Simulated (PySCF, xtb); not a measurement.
C2HF4, SMILES C(F)(F)([CH]F)F, multiplicity 2.

Harmonic wavenumbers (cm⁻¹) from GFN2-xTB in xtb at its own minimum, in rising order: 33, 167, 209, 371, 388, 494, 500, 604, 824, 970, 1064, 1128, 1151, 1348, 3141.

Task: What does PBE-D3(BJ)/def2-SVP (PySCF 2.14.0) give at its own minimum? (An estimate is asked for; the answer gives what the named calculation found.)

Result: 73, 204, 305, 407, 458, 539, 575, 659, 847, 1099, 1161, 1198, 1240, 1422, 3145. Paired by order, the mean absolute difference is 63 cm⁻¹ and the zero-point energies are 17.7 and 19.1 kcal/mol.
